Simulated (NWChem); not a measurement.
A series in which one site is exchanged, each optimised at B3LYP/6-31G* with NWChem, gas phase unless a solvent is named. Pople sets run with spherical d functions. This build's default masses of Se (78.918 u) and Br (79.917 u) are each other's, which moves their modes by up to 0.6 %. Shieldings are non-relativistic GIAO values without spin-orbit effects.

A: [AlH2][Br] (AlH$_{2}$Br; site = Br)
B: [F][AlH2] (AlH2F; site = F)
C: [AlH3] (AlH$_{3}$; site = H)
D: [AlH2][Cl] (AlH2Cl; site = Cl)

Values for A:

- dipole (D), B3LYP/6-31G*: 1.54
- orbital gap (eV), B3LYP/6-31G*: 5.96
- highest harmonic frequency (cm⁻¹), B3LYP/6-31G*: 1992
- lowest singlet excitation, PBE/def2-SVPD, TDA (eV): 4.52
- Al absolute shielding, KT2/pcSseg-1 (ppm): 314.4

Question: How do these values change for the other members?

Answer: 
```
change from A                                           B      C      D
--------------------------------------------------  -----  -----  -----
dipole (D), B3LYP/6-31G*                            -0.31  -1.54  +0.10
orbital gap (eV), B3LYP/6-31G*                      +1.05  +0.46  +0.48
highest harmonic frequency (cm⁻¹), B3LYP/6-31G*        -9    -45     +2
lowest singlet excitation, PBE/def2-SVPD, TDA (eV)  +0.89  +0.35  +0.40
Al absolute shielding, KT2/pcSseg-1 (ppm)           +63.2  -43.9  +16.6
```
